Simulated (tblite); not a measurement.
Species: C3H9BO.
Geometry (GFN2-xTB, Å), atoms numbered from 1 in this order:
```xyz
14
C3H9BO angstrom
B     -2.5991   -0.4423    0.7465
O     -1.5652    0.3369    1.0049
C     -0.4272    0.4648    0.1841
C      0.8071   -0.0857    0.8993
C      2.0655    0.0919    0.0603
H     -3.4513   -0.4359    1.5509
H     -2.6685   -1.0982   -0.2352
H     -0.2908    1.5334   -0.0225
H     -0.5761   -0.0622   -0.7678
H      0.9176    0.4328    1.8535
H      0.6445   -1.1448    1.1111
H      1.9726   -0.4335   -0.8878
H      2.2412    1.1450   -0.1484
H      2.9292   -0.3027    0.5892
```

Computed values, GFN2-xTB/tblite, gas phase, harmonic and unscaled. Errors from tens to a few hundred cm⁻¹ against measured bands are possible. Modes of hydrogen on boron can be 10 to 20 % off. One conformer, not necessarily the lowest.

Harmonic wavenumbers (cm⁻¹): 57.0, 88.3, 226.9, 242.5, 378.0, 403.6, 513.9, 792.3, 889.2, 902.9, 907.7, 953.6, 1008.2, 1092.7, 1122.4, 1160.8, 1183.7, 1232.4, 1267.5, 1297.2, 1346.7, 1373.3, 1414.7, 1473.6, 1492.8, 1500.7, 1504.1, 2518.4, 2630.1, 2889.3, 2916.1, 2979.1, 2994.1, 3033.2, 3037.1, 3045.6.

A = 18744, B = 2269, C = 2246 MHz; mass 72.075 u (most abundant isotopes); point group C1, symmetry number 1.

Problem. What is the zero-point energy?

Solution. Half the sum of the wavenumbers: 25935 cm⁻¹ = 74.15 kcal/mol.

Problem. Entropy at 200 K, 1 bar (ideal gas, RRHO, classical rotation)?

Solution. Translation 36.78, rotation 24.43, vibration 10.41: S = 71.6 cal/(mol K).

Problem. And Cp and H(200 K) − H(0)?

Solution. Cp = 18.86 cal/(mol K), of which vibrations give 10.91 (their classical limit is 36 R = 71.5); H(200 K) − H(0) = 2.71 kcal/mol without the zero-point energy, 1.12 from vibrations.

Problem. Blend soft modes into free rotors: weight 1/[1 + (100 cm⁻¹/ν̃)⁴] for the oscillator and the rest for a rotor with moment μB/(μ + B), μ = h/(8π²ν), B = 10⁻⁴⁴ kg m². What vibrational entropy results?

Solution. 9.54 cal/(mol K) in place of 10.41, which changes −T·S at 200 K by +0.17 kcal/mol.

Problem. What must be added to the electronic energy to get the Gibbs energy at 200 K and 1 bar?

Solution. ZPE + [H(200 K) − H(0)] − T·S = 74.15 + 2.71 − 14.32 = 62.54 kcal/mol.

Hindered rotation and anharmonicity are outside this model. Other conformers, if any are populated, would add a mixing term that is left out. The structure is chiral; the term R ln 2 for an equal mix with its mirror image is left out.
